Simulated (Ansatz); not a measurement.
The cluster Si4Cl2, relaxed as a singlet with RKS B3LYP-D4/def2-SVP in Ansatz, starting from the GFN2-xTB geometry. Force threshold 0.02 eV/Å.

The restricted singlet is unstable towards broken spin symmetry in Hartree–Fock (as tested in another run); at B3LYP-D4/def2-SVP this wasn't settled. The structure comes from a short search, and lower isomers may exist.

Start:

Cartesian coordinates in Å:
```
Si -1.7909 1.4012 -0.0539
Si 0.0326 -0.1769 0.0870
Si 1.5893 -1.2276 1.2933
Si -0.7992 0.5964 -2.0442
Cl 0.3446 -3.0360 1.3783
Cl 0.6235 2.4428 -0.6606
```

(1) Estimate the energy that the relaxation releases and the steps that it takes.

(2) Does the start keep its bonding and symmetry?

(3) Predict the relaxed structure.

Results:

(1) 152.9 kJ/mol, in 33 steps; 73 s on 4 threads of Arm Neoverse N1 on a shared host. No frequencies were taken in this run, so the end may be a saddle point.

(2) Bonds formed: Si1–Si3, Si1–Cl5, Si2–Cl6, Si4–Cl6 (atoms count from 1). Point group Cs at the start, Ci at the end, both within 0.05 Å.

(3) 
| atom | x (Å) | y (Å) | z (Å) |
| --- | --- | --- | --- |
| Si1 | -0.9806 | 0.2046 | 0.8591 |
| Si2 | 0.9828 | -0.2019 | -0.8578 |
| Si3 | 1.1517 | -0.5498 | 1.5826 |
| Si4 | -1.1504 | 0.5450 | -1.5835 |
| Cl5 | -0.5265 | -2.2048 | 0.9608 |
| Cl6 | 0.5230 | 2.2069 | -0.9612 |
Bond lengths: 5 × Si–Si 2.37 to 2.64 Å; 4 × Cl–Si 2.44 to 2.45 Å.
